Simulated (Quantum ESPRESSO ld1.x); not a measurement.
Tm2+, 67 electrons, occupied as [Xe] 4f12 7d1 (not the ground configuration).

All-electron calculation, non-relativistic Kohn-Sham, LDA (Slater exchange, Perdew-Wang correlation), spin-polarised, spherical densities, point nucleus; open shells are filled with parallel spins first; relativity is left out, which matters for an element this heavy. Program: ld1.x of Quantum ESPRESSO 7.5.

Energy parts (hartree):
part                       energy
total                 -12935.2254
kinetic                12930.1869
electron-nucleus      -30723.0893
Hartree                 5122.1482
exchange-correlation    -264.4712

Orbitals (lengths in bohr, moments of r in powers of bohr):
orbital,occ.,eigenvalue (hartree),<r^2>
1s up,1,-2023.58,0.0006458
1s down,1,-2023.58,0.0006458
2s up,1,-328.190,0.01018
2s down,1,-328.187,0.01018
2p up,3,-313.639,0.007545
2p down,3,-313.637,0.007545
3s up,1,-74.0519,0.06485
3s down,1,-74.0089,0.06482
3p up,3,-67.4144,0.06028
3p down,3,-67.3751,0.06024
3d up,5,-55.0024,0.04743
3d down,5,-54.9735,0.04739
4s up,1,-15.0334,0.3240
4s down,1,-14.9651,0.3242
4p up,3,-12.3520,0.3392
4p down,3,-12.2844,0.3395
4d up,5,-7.50835,0.3795
4d down,5,-7.44199,0.3802
4f up,7,-1.40344,0.6592
4f down,5,-1.34316,0.6758
5s up,1,-2.62361,1.908
5s down,1,-2.59822,1.924
5p up,3,-1.88769,2.388
5p down,3,-1.86733,2.411
7d up,1,-0.19127,99.94
7d down,0,-0.17862,104.5

The highest occupied level is 7d up at -5.205 eV. Summed over all electrons, <r^2> = 133.7 bohr^2, which gives a Langevin (diamagnetic) susceptibility term of -106 x 10^-6 cm^3/mol. The density falls to 0.001 e/bohr^3 at r = 3.25 bohr. Spin moment in Bohr magnetons: 3.
